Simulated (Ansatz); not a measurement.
`CN(C)[Si]Br` + H₂O → `O[Si]Br` + dimethylamine at 700 K and 1 bar (formal hydrolysis of the Si–N bond).

Computed with Ansatz on PBE0-D4/def2-TZVP structures; ΔE is electronic, products minus reactants. CCSD(T)/CBS is the MP2 limit (def2-TZVPP, def2-QZVPP) plus CCSD(T) − MP2 in def2-TZVPP, frozen cores. This one scheme is used for every species. For Br outer-core shells are correlated without core-valence functions, which leaves a few kJ/mol of doubt a bond. Scalar relativity is left out up to krypton. Each species was taken in one conformer, which may not be the lowest.

| species | CCSD(T)/CBS energy (Eh) | H − E (kJ/mol) | S (J/(mol·K)) |
| --- | --- | --- | --- |
| `CN(C)[Si]Br` | -2996.85389 | 296.9 | 466.3 |
| H₂O | -76.37941 | 80.5 | 218.4 |
| `O[Si]Br` | -2938.23569 | 79.1 | 346.3 |
| `CNC` | -135.00321 | 296.9 | 352.4 |

H − E and S are ideal-gas, rigid-rotor, harmonic terms from PBE0-D4/def2-TZVP, for one conformer and one mirror image of each species. 1 Eh = 2625.50 kJ/mol, R = 8.31446 J/(mol·K).

Q: By hand: ΔE, ΔH, ΔS and ΔG.

A: ΔE = (-2938.23569) + (-135.00321) − (-2996.85389) − (-76.37941) = -0.00560 Eh = -14.7 kJ/mol. Δ(H − E) = 79.1 + 296.9 − 296.9 − 80.5 = -1.4, so ΔH = -16.1 kJ/mol. ΔS = 346.3 + 352.4 − 466.3 − 218.4 = 14.0 J/(mol·K). ΔG = -16.1 − 700 × (14.0)/1000 = -25.9 kJ/mol.

Q: By hand: the equilibrium constant, and the temperature at which ΔG would vanish if ΔH and ΔS stayed fixed.

A: log₁₀ K = −ΔG/(RT ln 10) = 1.9. ΔH and −TΔS have one sign here, so there is no such temperature.

TΔS isn't small against ΔH here. A doubt of 5 kJ/mol in ΔE shifts log₁₀ K by 0.4 here. Other conformers and mirror images would add mixing entropy, several J/(mol·K) or more a flexible species. These are equilibria of isolated gas molecules and say nothing of rates. Largest T1 diagnostic: 0.012 (customary marks: 0.02 for closed shells, 0.045 for open ones).
